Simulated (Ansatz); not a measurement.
Geometry optimisation, RHF/STO-3G in Ansatz 0.2.0.

Input file:

```yaml
crystal:
  periodic: [false, false, false]
  atoms:
    - { symbol: C, position_ang: [0.5287, -1.7628, 0.0893] }
    - { symbol: C, position_ang: [0.6085, -0.3998, 0.8221] }
    - { symbol: F, position_ang: [1.7733, 0.1629, 0.4648] }
    - { symbol: C, position_ang: [-0.4548, 0.6001, 0.5502] }
    - { symbol: Si, position_ang: [-2.25262, 0.13394, 0.77695] }
    - { symbol: Cl, position_ang: [-0.29881, 1.33923, -1.09259] }
    - { symbol: H, position_ang: [0.6025, -1.5805, -0.9999] }
    - { symbol: H, position_ang: [1.3267, -2.3766, 0.3708] }
    - { symbol: H, position_ang: [-0.4713, -2.1877, 0.336] }
    - { symbol: H, position_ang: [0.6643, -0.6202, 1.9188] }
    - { symbol: H, position_ang: [-0.26122, 1.52854, 1.24949] }
    - { symbol: H, position_ang: [-2.62104, -0.93364, -0.21149] }
    - { symbol: H, position_ang: [-3.19704, 1.34494, 0.57909] }
    - { symbol: H, position_ang: [-2.4841, -0.32235, 2.13691] }
basis:
  gaussian: { orbitals: STO-3G }
hamiltonian:
  xc: hf
relax:
  f_tol: 0.015
  max_steps: 40
output:
  orbitals: {}
```

Run as:

```bash
$ ansatz run input.yaml --threads 1 --pin off --max-ram 2048MiB --backend cpu --events-out ev --progress --plain --runs-dir out
```

Where does it end, and by what steps?

The forces met the threshold. Limits of this set-up: minimal basis. After 6 steps the energy has fallen by 0.951 eV; F3 moved furthest, 0.27 Å.

```csv
step,energy less start (eV),largest force component (eV/Å),accepted
0,0.0000,4.768,yes
1,-0.8523,0.888,yes
2,-0.9370,0.184,yes
3,-0.9456,0.058,yes
4,-0.9498,0.109,yes
5,-0.9506,0.048,yes
6,-0.9507,0.011,yes
```

```xyz
14
Properties=species:S:1:pos:R:3
C 0.512 -1.711 0.044
C 0.596 -0.401 0.870
F 1.855 0.161 0.727
C -0.490 0.661 0.505
Si -2.278 0.143 0.813
Cl -0.278 1.189 -1.237
H 0.559 -1.495 -1.018
H 1.347 -2.353 0.307
H -0.411 -2.239 0.258
H 0.443 -0.647 1.933
H -0.263 1.554 1.087
H -2.658 -0.872 -0.105
H -3.109 1.286 0.662
H -2.362 -0.349 2.145
```

Whether the end is a true minimum wasn't checked by a vibrational analysis.

The run took 40 s on 1 thread of Intel(R) Xeon(R) Processor @ 2.50GHz (Skylake/Cascade Lake) (shared host), peak memory 0.14 GiB.
